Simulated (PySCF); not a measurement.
Optical rotation: `CO[C@@H]1C[C@H]1Br`, C$_{4}$H$_{7}$BrO

Geometry (Å), atoms numbered from 1 in this order:
```xyz
13

C     1.944    0.546    0.007
O     0.997   -0.371   -0.500
C    -0.121   -0.505    0.306
C    -1.382   -0.998   -0.332
C    -1.279    0.433    0.098
Br   -2.283    1.031    1.624
H     1.523    1.554    0.083
H     2.773    0.550   -0.696
H     2.301    0.235    0.996
H     0.095   -0.813    1.328
H    -2.008   -1.671    0.235
H    -1.358   -1.195   -1.393
H    -1.208    1.205   -0.654
```

Computed, not measured: TDDFT wB97X-D/aug-cc-pVDZ circular dichroism and optical rotation, one conformer, gas phase (PySCF 2.14.0). Geometry: GFN2-xTB.

The molecule is flexible and this is one conformer; a measurement averages over conformers. The calculation is non-relativistic, which matters for the atoms heavier than Zn.

Stereocentres: C3 R, C5 R.

Task: What is the specific rotation at 633, 589.3, 546, 436, 405, 365, 355 nm?

Result: [α] in deg dm⁻¹ (g/mL)⁻¹:
| λ (nm) | origin-invariant length gauge | modified velocity gauge | length gauge (centre of mass) | isotropic polarisability (au) |
| --- | --- | --- | --- | --- |
| 633 | -28.1 | -31.6 | -28.8 | 75.4 |
| 589.3 | -33.8 | -37.9 | -34.6 | 75.7 |
| 546 | -41.5 | -46.3 | -42.4 | 76.0 |
| 436 | -80.5 | -88.6 | -82.1 | 77.5 |
| 405 | -102.7 | -112.2 | -104.6 | 78.1 |
| 365 | -149.1 | -161.3 | -151.5 | 79.2 |
| 355 | -165.9 | -178.9 | -168.5 | 79.6 |

Task: And for the mirror image at 589.3 nm?

Result: +33.8 deg dm⁻¹ (g/mL)⁻¹ (origin-invariant length gauge): the same size and the opposite sign.

Task: What is the molar rotation [Φ] = [α]·M/100 of the geometry above at 589.3 nm?

Result: With M = 151.00 g/mol, -51.0 deg cm² dmol⁻¹ (origin-invariant length gauge).

The first excitation lies at 5.78 eV (214 nm) with R = -3.3 × 10⁻⁴⁰ esu² cm² (velocity form).
